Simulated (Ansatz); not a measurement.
`O=[CH][GeH2][SiH3]`, relaxed with RKS PBE-D4/def2-SVP in Ansatz 0.2.0 from a rough embedded geometry. The force threshold is 0.03 eV/Å; the program also tests the step.

Total charge 0; spin multiplicity 1.

Start:

```xyz
10

O     0.938    1.410    1.822
C    -0.099    1.539    1.126
Ge   -0.825   -0.016    0.327
Si    0.717   -1.048   -1.049
H    -0.578    2.498    0.986
H    -2.117    0.319   -0.479
H    -1.205   -1.092    1.449
H     1.924   -1.355   -0.293
H     0.163   -2.223   -1.732
H     1.081   -0.033   -2.158
```

Question: By how much does the energy fall, and how many steps does the optimiser take? (Estimate.)

Answer: Ansatz gave: 34.27 kJ/mol, in 11 steps, 2 of them rejected.

Question: Which bonds change most? (An estimate is asked.)

Answer: The calculation gave: C2–Ge3 from 1.893 to 2.027 Å; Ge3–Si4 from 2.310 to 2.396 Å; C2–H5 from 1.081 to 1.137 Å; Ge3–H7 from 1.601 to 1.550 Å.

Question: Give the relaxed structure. (Best estimate.)

Answer: Computed: 
```xyz
10

O     0.667    1.480    2.176
C    -0.064    1.556    1.213
Ge   -0.877   -0.091    0.356
Si    0.729   -1.031   -1.154
H    -0.304    2.558    0.734
H    -2.180    0.296   -0.401
H    -1.203   -1.093    1.493
H     1.992   -1.341   -0.398
H     0.200   -2.294   -1.777
H     1.039   -0.039   -2.242
```
